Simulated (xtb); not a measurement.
C3H4O3, charge +1, doublet, at a GFN2-xTB geometry of the parent state (a state made from the parent by changing its charge; the spin is typed, not shown lowest); GFN1-xTB in xtb.

xtb was given this input:
```
$ xtb mol.xyz --gfn 1 --chrg 1 --uhf 1 --json

# file mol.xyz
10

O      2.02364805    -0.10196367    -0.02219553
C      0.84129222    -0.04238941    -0.00922736
O      0.02528031    -1.10906625     0.06015929
C     -1.32923011    -0.70405933     0.05664352
C     -1.25265770     0.83415051    -0.02832517
O      0.13529665     1.10097540    -0.06192051
H     -1.80468390    -1.05510197     0.97634301
H     -1.82913313    -1.15234299    -0.80606914
H     -1.71042935     1.23221471    -0.93778897
H     -1.68598012     1.32945573     0.84462318
```

Q: Predict the main parts of the log of this xtb run.

A: 
```
   ID    Z sym.   atoms
    1    8 O      1, 3, 6
    2    6 C      2, 4, 5
    3    1 H      7-10

           -------------------------------------------------
          |                Calculation Setup                |
           -------------------------------------------------

           -------------------------------------------------
          |                 G F N 1 - x T B                 |
           -------------------------------------------------

          ...................................................
          :                      SETUP                      :
          :.................................................:
          :  # basis functions                  32          :
          :  # atomic orbitals                  32          :
          :  # shells                           20          :
          :  # electrons                        33          :
          :  # halogen bonds                     0          :
          :  max. iterations                   250          :
          :  Hamiltonian                  GFN1-xTB          :
          :  restarted?                      false          :
          :  GBSA solvation                  false          :
          :  PC potential                    false          :
          :  electronic temp.          300.0000000     K    :
          :  accuracy                    1.0000000          :
          :  -> integral cutoff          0.2500000E+02      :
          :  -> integral neglect         0.1000000E-07      :
          :  -> SCF convergence          0.1000000E-05 Eh   :
          :  -> wf. convergence          0.2000000E-04 e    :
          :  Broyden damping             0.4000000          :
          :  net charge                          1          :
          :  unpaired electrons                  1          :
          ...................................................

 iter      E             dE          RMSdq      gap      omega  full diag
   1    -21.9633948 -0.219634E+02  0.793E+00    7.53       0.0  T
   2    -21.9602978  0.309702E-02  0.564E+00    6.26       1.0  T
   3    -22.0933349 -0.133037E+00  0.366E+00    5.65       1.0  T
   4    -22.1518968 -0.585619E-01  0.132E+00    6.71       1.0  T
   5    -22.0285411  0.123356E+00  0.240E+00    6.94       1.0  T
   6    -22.1494941 -0.120953E+00  0.110E+00    6.41       1.0  T
   7    -22.1543069 -0.481276E-02  0.953E-01    6.63       1.0  T
   8    -22.1544260 -0.119108E-03  0.949E-01    6.63       1.0  T
   9    -22.1560071 -0.158109E-02  0.889E-01    6.70       1.0  T
  10    -22.0216349  0.134372E+00  0.253E+00    6.91       1.0  T
  11    -22.1495638 -0.127929E+00  0.111E+00    6.44       1.0  T
  12    -22.1606369 -0.110730E-01  0.697E-01    6.88       1.0  T
  13    -22.0420192  0.118618E+00  0.230E+00    6.99       1.0  T
  14    -22.1498100 -0.107791E+00  0.110E+00    6.44       1.0  T
  15    -22.1587410 -0.893097E-02  0.772E-01    6.81       1.0  T
  16    -22.0785834  0.801576E-01  0.194E+00    7.01       1.0  T
  17    -22.1498883 -0.713049E-01  0.109E+00    6.45       1.0  T
  18    -22.1589540 -0.906575E-02  0.763E-01    6.82       1.0  T
  19    -22.0722186  0.867354E-01  0.200E+00    7.01       1.0  T
  20    -22.1474286 -0.752100E-01  0.117E+00    6.36       1.0  T
  21    -22.1580035 -0.105749E-01  0.803E-01    6.78       1.0  T
  22    -22.0593079  0.986956E-01  0.213E+00    7.00       1.0  T
  23    -22.1437788 -0.844708E-01  0.127E+00    6.25       1.0  T
  24    -22.1569180 -0.131392E-01  0.848E-01    6.73       1.0  T
  25    -22.0592347  0.976833E-01  0.213E+00    7.00       1.0  T
  26    -22.1415791 -0.823444E-01  0.133E+00    6.19       1.0  T
  27    -22.1572864 -0.157072E-01  0.833E-01    6.75       1.0  T
  28    -22.0561049  0.101181E+00  0.216E+00    7.00       1.0  T
  29    -22.1402886 -0.841836E-01  0.137E+00    6.16       1.0  T
  30    -22.1576847 -0.173961E-01  0.817E-01    6.77       1.0  T
  31    -22.0577244  0.999602E-01  0.215E+00    7.00       1.0  T
  32    -22.1401555 -0.824311E-01  0.137E+00    6.15       1.0  T
  33    -22.1581662 -0.180107E-01  0.797E-01    6.79       1.0  T
  34    -22.0578845  0.100282E+00  0.215E+00    7.00       1.0  T
  35    -22.1401836 -0.822990E-01  0.137E+00    6.15       1.0  T
  36    -22.1584110 -0.182274E-01  0.786E-01    6.80       1.0  T
  37    -22.0607731  0.976379E-01  0.212E+00    7.00       1.0  T
  38    -22.1407039 -0.799308E-01  0.136E+00    6.17       1.0  T
  39    -22.1586496 -0.179457E-01  0.776E-01    6.81       1.0  T
  40    -22.0615205  0.971291E-01  0.211E+00    7.00       1.0  T
  41    -22.1410318 -0.795113E-01  0.135E+00    6.18       1.0  T
  42    -22.1587513 -0.177195E-01  0.772E-01    6.81       1.0  T
  43    -22.0639878  0.947635E-01  0.209E+00    7.00       1.0  T
  44    -22.1416031 -0.776154E-01  0.133E+00    6.19       1.0  T
  45    -22.1588633 -0.172602E-01  0.767E-01    6.81       1.0  T
  46    -22.0644154  0.944479E-01  0.208E+00    7.00       1.0  T
  47    -22.1419084 -0.774929E-01  0.132E+00    6.20       1.0  T
  48    -22.1589004 -0.169920E-01  0.765E-01    6.82       1.0  T
  49    -22.0662488  0.926516E-01  0.206E+00    7.01       1.0  T
  50    -22.1423793 -0.761306E-01  0.131E+00    6.22       1.0  T
  51    -22.1589551 -0.165757E-01  0.763E-01    6.82       1.0  T
  52    -22.0663882  0.925669E-01  0.206E+00    7.01       1.0  T
  53    -22.1426054 -0.762173E-01  0.131E+00    6.22       1.0  T
  54    -22.1589665 -0.163611E-01  0.762E-01    6.82       1.0  T
  55    -22.0677280  0.912385E-01  0.205E+00    7.01       1.0  T
  56    -22.1429648 -0.752368E-01  0.130E+00    6.23       1.0  T
  57    -22.1589946 -0.160298E-01  0.761E-01    6.82       1.0  T
  58    -22.0677329  0.912617E-01  0.205E+00    7.01       1.0  T
  59    -22.1431242 -0.753913E-01  0.129E+00    6.24       1.0  T
  60    -22.1589969 -0.158727E-01  0.761E-01    6.82       1.0  T
  61    -22.0687033  0.902936E-01  0.204E+00    7.01       1.0  T
[...]
 190    -22.0716601  0.874130E-01  0.201E+00    7.01       1.0  T
 191    -22.1446427 -0.729826E-01  0.125E+00    6.28       1.0  T
 192    -22.1590743 -0.144316E-01  0.757E-01    6.82       1.0  T
 193    -22.0716735  0.874008E-01  0.201E+00    7.01       1.0  T
 194    -22.1446456 -0.729721E-01  0.125E+00    6.28       1.0  T
 195    -22.1590755 -0.144299E-01  0.757E-01    6.82       1.0  T
 196    -22.0716866  0.873889E-01  0.201E+00    7.01       1.0  T
 197    -22.1446485 -0.729619E-01  0.125E+00    6.28       1.0  T
 198    -22.1590767 -0.144282E-01  0.757E-01    6.82       1.0  T
 199    -22.0716995  0.873772E-01  0.201E+00    7.01       1.0  T
 200    -22.1446513 -0.729518E-01  0.125E+00    6.28       1.0  T
 201    -22.1590778 -0.144266E-01  0.757E-01    6.82       1.0  T
 202    -22.0717121  0.873657E-01  0.201E+00    7.01       1.0  T
 203    -22.1446540 -0.729419E-01  0.125E+00    6.28       1.0  T
 204    -22.1590790 -0.144250E-01  0.757E-01    6.82       1.0  T
 205    -22.0717245  0.873545E-01  0.201E+00    7.01       1.0  T
 206    -22.1446567 -0.729322E-01  0.125E+00    6.28       1.0  T
 207    -22.1590801 -0.144234E-01  0.757E-01    6.82       1.0  T
 208    -22.0717367  0.873434E-01  0.201E+00    7.01       1.0  T
 209    -22.1446593 -0.729226E-01  0.125E+00    6.28       1.0  T
 210    -22.1590812 -0.144219E-01  0.757E-01    6.82       1.0  T
 211    -22.0717487  0.873325E-01  0.201E+00    7.01       1.0  T
 212    -22.1446619 -0.729132E-01  0.125E+00    6.28       1.0  T
 213    -22.1590823 -0.144204E-01  0.757E-01    6.82       1.0  T
 214    -22.0717605  0.873218E-01  0.201E+00    7.01       1.0  T
 215    -22.1446644 -0.729040E-01  0.125E+00    6.28       1.0  T
 216    -22.1590834 -0.144189E-01  0.757E-01    6.82       1.0  T
 217    -22.0717721  0.873113E-01  0.201E+00    7.01       1.0  T
 218    -22.1446670 -0.728949E-01  0.125E+00    6.28       1.0  T
 219    -22.1590844 -0.144175E-01  0.757E-01    6.82       1.0  T
 220    -22.0717835  0.873009E-01  0.201E+00    7.01       1.0  T
 221    -22.1446694 -0.728859E-01  0.125E+00    6.28       1.0  T
 222    -22.1590854 -0.144160E-01  0.757E-01    6.82       1.0  T
 223    -22.0717948  0.872907E-01  0.201E+00    7.01       1.0  T
 224    -22.1446719 -0.728771E-01  0.125E+00    6.28       1.0  T
 225    -22.1590865 -0.144146E-01  0.757E-01    6.82       1.0  T
 226    -22.0718058  0.872806E-01  0.201E+00    7.01       1.0  T
 227    -22.1446743 -0.728684E-01  0.125E+00    6.28       1.0  T
 228    -22.1590875 -0.144132E-01  0.757E-01    6.82       1.0  T
 229    -22.0718168  0.872707E-01  0.201E+00    7.01       1.0  T
 230    -22.1446766 -0.728599E-01  0.125E+00    6.28       1.0  T
 231    -22.1590884 -0.144118E-01  0.757E-01    6.82       1.0  T
 232    -22.0718275  0.872609E-01  0.201E+00    7.01       1.0  T
 233    -22.1446790 -0.728514E-01  0.125E+00    6.28       1.0  T
 234    -22.1590894 -0.144104E-01  0.757E-01    6.82       1.0  T
 235    -22.0718382  0.872512E-01  0.201E+00    7.01       1.0  T
 236    -22.1446813 -0.728431E-01  0.125E+00    6.28       1.0  T
 237    -22.1590904 -0.144091E-01  0.757E-01    6.82       1.0  T
 238    -22.0718486  0.872417E-01  0.201E+00    7.01       1.0  T
 239    -22.1446836 -0.728349E-01  0.125E+00    6.28       1.0  T
 240    -22.1590913 -0.144077E-01  0.756E-01    6.82       1.0  T
 241    -22.0718590  0.872323E-01  0.201E+00    7.01       1.0  T
 242    -22.1446858 -0.728269E-01  0.125E+00    6.28       1.0  T
 243    -22.1590922 -0.144064E-01  0.756E-01    6.82       1.0  T
 244    -22.0718692  0.872230E-01  0.201E+00    7.01       1.0  T
 245    -22.1446881 -0.728189E-01  0.125E+00    6.28       1.0  T
 246    -22.1590931 -0.144050E-01  0.756E-01    6.82       1.0  T
 247    -22.0718793  0.872138E-01  0.201E+00    7.01       1.0  T
 248    -22.1446903 -0.728110E-01  0.125E+00    6.28       1.0  T
 249    -22.1590940 -0.144037E-01  0.756E-01    6.82       1.0  T
 250    -22.0718892  0.872048E-01  0.201E+00    7.01       1.0  T

   *** convergence criteria cannot be satisfied within 250 iterations ***

         #    Occupation            Energy/Eh            Energy/eV
      -------------------------------------------------------------
         1        2.0000           -1.1169623             -30.3941
       ...           ...                  ...                  ...
        11        2.0000           -0.8407452             -22.8778
        12        2.0000           -0.8360569             -22.7503
        13        2.0000           -0.8255292             -22.4638
        14        2.0000           -0.7894112             -21.4810
        15        2.0000           -0.7613818             -20.7183
        16        1.8899           -0.7442502             -20.2521
        17        1.1101           -0.7402794             -20.1440 (HOMO)
        18                         -0.4827127             -13.1353 (LUMO)
        19                         -0.3907573             -10.6330
        20                         -0.3828525             -10.4179
        21                         -0.3591372              -9.7726
ERROR STOP

Error termination. Backtrace:
        22                         -0.3202473              -8.7144
       ...                                ...                  ...
        32                          0.5586040              15.2004
      -------------------------------------------------------------
                  HL-Gap            0.2575667 Eh            7.0087 eV
             Fermi-level           -0.6768804 Eh          -18.4189 eV

########################################################################
[ERROR] Program stopped due to fatal error
-3- Single point calculation terminated
-2- xtb_calculator_singlepoint: Electronic structure method terminated
-1- scf: Self consistent charge iterator did not converge
########################################################################

abnormal termination of xtb
```

The run did not converge; its last values are not results.
